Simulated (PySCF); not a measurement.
All values below come from PySCF with PBE-D3(BJ)/def2-TZVP // CAM-B3LYP-D3(BJ)/def2-TZVP. All species are isolated molecules in the gas phase. One relaxed conformer stands for a flexible species; it need not be the lowest. 

Reference species (SMILES): `[InH3]` (neutral, multiplicity 1).

```json
{
 "HOMO": "-7.00 eV",
 "LUMO": "-2.64 eV"
}
```

Changed species: `[SH][In]([SH])[SH]` (0 of 3 SH replaced by H; the reference has 3 of 3 SH replaced by H).

### Question
Give the shifts of the HOMO and LUMO.

### Answer
the HOMO goes up by 0.61 eV, to -6.39 eV; the LUMO goes up by 0.07 eV, to -2.57 eV.
